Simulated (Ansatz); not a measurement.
Consider the cleavage of the Si–Si bond: `O[SiH2][Si](O)(Cl)Cl` + `N[Si](O)(Cl)Cl` → `O[SiH2]N[Si](O)(Cl)Cl` + `O[SiH](Cl)Cl`.

Calculated with Ansatz (gas phase, PBE0-D4/def2-TZVP geometries, no zero-point term in ΔE). CBS: MP2 limit from def2 TZ/QZ plus the TZ coupled-cluster correction, frozen cores. This one scheme is used for every species. Functionals use def2-TZVPP. B3LYP here is the variant with VWN-RPA as its local correlation; programs differ in this. One conformer a species, not always the lowest.

```
             level  ΔE (kJ/mol)  difference from CCSD(T)/CBS
            PBE-D4        -66.0                         22.8
         r2SCAN-D4        -82.9                          5.9
           PBE0-D4        -74.1                         14.7
          B3LYP-D4        -82.5                          6.3
           ωB97X-V        -84.4                          4.4
           ωB97M-V        -91.1                         -2.3
            B2PLYP        -88.1                          0.7
               PBE        -64.8                         24.0
            r2SCAN        -82.4                          6.4
              PBE0        -73.2                         15.6
             B3LYP        -80.7                          8.1
     HF/def2-TZVPP        -97.2                         -8.4
    MP2/def2-TZVPP        -96.9                         -8.1
SCS-MP2/def2-TZVPP        -96.4                         -7.6
   CCSD/def2-TZVPP        -92.0                         -3.2
CCSD(T)/def2-TZVPP        -91.3                         -2.5
     HF/def2-QZVPP        -98.6                         -9.8
    MP2/def2-QZVPP        -96.0                         -7.2
SCS-MP2/def2-QZVPP        -95.5                         -6.7
      HF/CBS(def2)        -98.7                         -9.9
     MP2/CBS(def2)        -94.5                         -5.7
    CCSD/CBS(def2)        -89.6                         -0.8
       CCSD(T)/CBS        -88.8                            0
```

Largest T1 diagnostic among the species: 0.011.

From PBE to PBE0 (25 % exact exchange), in def2-TZVPP and without D4, ΔE moves by −8.4 kJ/mol.
